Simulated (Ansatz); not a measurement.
`O[SiH2]B([SiH3])[SiH3]` + H₂ → `[SiH3]B([SiH3])[SiH3]` + H₂O  (hydrogenolysis of the Si–O bond)

Computed with Ansatz on PBE0-D4/def2-TZVP structures; ΔE is electronic, products minus reactants. CBS: MP2 limit from def2 TZ/QZ plus the TZ coupled-cluster correction, frozen cores. This one scheme is used for every species. DFT in def2-TZVPP. HSE06 is defined as in plane-wave codes. One conformer a species, not always the lowest.

Task: Is it downhill or uphill in electronic energy at CCSD(T)/CBS, and by how much? (Estimate.)

Result: Ansatz gave: Uphill: ΔE = +14.9 kcal/mol.

Task: What do these levels give: PBE-D4, r2SCAN-D4, r2SCAN0-D4, HSE06-D4, PBE, CCSD/def2-SVP? (Estimate.)

Result: Computed: PBE-D4 14.2, r2SCAN-D4 16.4, r2SCAN0-D4 15.6, HSE06-D4 13.8, PBE 13.5, CCSD/def2-SVP 10.9 kcal/mol.

Largest T1 diagnostic among the species: 0.015.

From r2SCAN to r2SCAN0 (25 % exact exchange), in def2-TZVPP and without D4, ΔE moves by −0.8 kcal/mol. In def2-TZVPP, CCSD(T) changes the Hartree–Fock value by +0.9 kcal/mol (the triples alone add +0.5 kcal/mol) and MP2 by +2.4 kcal/mol. At CCSD(T), def2-SVP lies −3.5 kcal/mol from the extrapolated value and def2-TZVPP −0.1 kcal/mol.
